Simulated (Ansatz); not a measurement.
`[OH][Ta](=[S])([Cl])[Cl]` + HCl → `[S]=[Ta]([Cl])([Cl])[Cl]` + H₂O  (ligand exchange at a Ta–O bond)

Isolated molecules relaxed with PBE0-D4/def2-TZVP in Ansatz; ΔE leaves out vibrations. CBS: MP2 limit from def2 TZ/QZ plus the TZ coupled-cluster correction, frozen cores. This one scheme is used for every species. DFT in def2-TZVPP. B3LYP here is the variant with VWN-RPA as its local correlation; programs differ in this. HSE06 is defined as in plane-wave codes. Elements past krypton have def2 core potentials. For Ta outer-core shells are correlated without core-valence functions, which leaves a few kJ/mol of doubt a bond. One conformer a species, not always the lowest.

```
       level  ΔE (kJ/mol)  difference from CCSD(T)/CBS
    B3LYP-D4         -7.1                          6.2
  r2SCANh-D4         -8.2                          5.1
  r2SCAN0-D4         -9.4                          3.9
    BHLYP-D4         -8.5                          4.8
      B2PLYP         -9.5                          3.8
        PBE0         -9.3                          4.0
       HSE06         -9.8                          3.5
   CAM-B3LYP          2.9                         16.2
MP2/def2-SVP         -6.9                          6.4
HF/CBS(def2)         -2.0                         11.3
 CCSD(T)/CBS        -13.3                            0
```

Largest T1 diagnostic among the species: 0.020.

The D4 term adds −3.3 kJ/mol with B3LYP and −1.8 kJ/mol with PBE0; it sums over pairs of atoms, weighted by their polarisabilities, and B3LYP, whose exchange is more repulsive, gets the larger term. Leaving LDA and LC-ωPBE aside and taking each functional with its dispersion term where it has one, the values, not all of them listed here, spread over 15.4 kJ/mol, from PBE-QIDH to CAM-B3LYP-D4. LDA lies +3.2 kJ/mol from PBE without D4.
